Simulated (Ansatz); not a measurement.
Cost and result for the atomization energy of C2H8FInOSi, SMILES `CO[SiH2][CH](F)[InH2]` (14 atoms, 13 bonds).

```
atom    x (Å)    y (Å)    z (Å)
  C1  -0.4564  -1.2417   1.6843
  O2  -0.0880  -0.5463   0.5087
 Si3  -1.1371   0.3922  -0.4183
  C4   0.0797   1.0760  -1.6460
  F5   0.0036   0.4497  -2.8981
 In6   1.9149   0.4620  -0.5364
  H7  -0.7889  -0.5461   2.4608
  H8  -1.2584  -1.9557   1.4747
  H9   0.4129  -1.7894   2.0483
 H10  -2.2090  -0.4825  -0.9612
 H11  -1.7203   1.4225   0.4859
 H12   0.0042   2.1555  -1.7963
 H13   2.4547   1.4894   0.7417
 H14   2.7881  -0.8856  -1.1481
```

Charge 0, multiplicity 1. Correlated methods include outer-core shells of In, which these sets cover unevenly. In takes the def2 core potential. The structure was optimised at the PBE0-D4/def2-TZVP level. It is one conformer, not always the lowest. Program: Ansatz. All runs use 2 threads of an AMD EPYC 7R13 on a shared host and a share of an NVIDIA H100 80 GB. Times are those of one run each, without the atoms' runs, and a repeat can differ threefold. Electronic energies, without spin–orbit coupling; frozen cores. CCSD(T)/CBS adds CCSD(T) − MP2 in def2-TZVPP to the MP2 limit, and its time is that of the two runs behind it. T1 = 0.013. With those shells the extrapolation isn't a true limit.

CCSD(T)/CBS is a level of theory with its own doubt, some kJ/mol a heavy atom from the limit and from the frozen cores, so smaller differences don't rank the functionals.

| level | functions | wall time |
| --- | --- | --- |
| CCSD(T)/def2-SVP | 140 | 1.7 s |
| BHLYP-D4/def2-TZVPP | 328 | 2.4 s |
| CAM-B3LYP-D4/def2-TZVPP | 328 | 2.5 s |
| BLYP-D4/def2-TZVPP | 328 | 2.7 s |
| r2SCANh-D4/def2-TZVPP | 328 | 3 s |
| B2PLYP/def2-TZVPP | 328 | 3.1 s |
| PBE-QIDH/def2-TZVPP | 328 | 3.1 s |
| LDA (SPW92)/def2-TZVPP | 328 | 3.3 s |
| revPBE-D4/def2-TZVPP | 328 | 3.7 s |
| ωB97M-V/def2-TZVPP (with forces) | 328 | 3.9 s |
| MP2/def2-QZVPP | 620 | 5.5 s |
| CCSD(T)/def2-TZVPP | 328 | 7.5 s |
| CCSD(T)/CBS(def2) | – | 13 s |

(1) What atomization energy does each give, and how far from CCSD(T)/CBS? (Estimate.)

## Answers

(1) Computed: 
```
                           level  atomization (kJ/mol)  difference from CCSD(T)/CBS  per bond
                CCSD(T)/def2-SVP                4375.9                       -289.7     -22.3
             BHLYP-D4/def2-TZVPP                4506.9                       -158.7     -12.2
         CAM-B3LYP-D4/def2-TZVPP                4671.6                          6.0       0.5
              BLYP-D4/def2-TZVPP                4612.4                        -53.2      -4.1
           r2SCANh-D4/def2-TZVPP                4624.8                        -40.8      -3.1
               B2PLYP/def2-TZVPP                4575.4                        -90.2      -6.9
             PBE-QIDH/def2-TZVPP                4598.8                        -66.8      -5.1
          LDA (SPW92)/def2-TZVPP                5337.3                        671.7      51.7
            revPBE-D4/def2-TZVPP                4579.0                        -86.6      -6.7
ωB97M-V/def2-TZVPP (with forces)                4666.9                          1.3       0.1
                  MP2/def2-QZVPP                4661.3                         -4.3      -0.3
              CCSD(T)/def2-TZVPP                4540.8                       -124.8      -9.6
               CCSD(T)/CBS(def2)                4665.6                          0.0       0.0
```

The D4 term adds +54.3 kJ/mol with B3LYP and +28.8 kJ/mol with PBE0; it sums over pairs of atoms, weighted by their polarisabilities, and B3LYP, whose exchange is more repulsive, gets the larger term. From PBE to PBE0 (25 % exact exchange), in def2-TZVPP and without D4, the atomization energy moves by −71.2 kJ/mol: exact exchange takes away binding that semilocal exchange gives to molecules. Leaving LDA and LC-ωPBE aside and taking each functional with its dispersion term where it has one, the values, not all of them listed here, spread over 191.5 kJ/mol, from BHLYP-D4 to PBE-D4. LDA lies +672.5 kJ/mol from PBE without D4, its usual overbinding.

B3LYP here is the variant with VWN-RPA as its local correlation; programs differ in this.

Spin–orbit coupling would lower the free In atoms strongly, and the atomization energy with them, by more than many differences here.
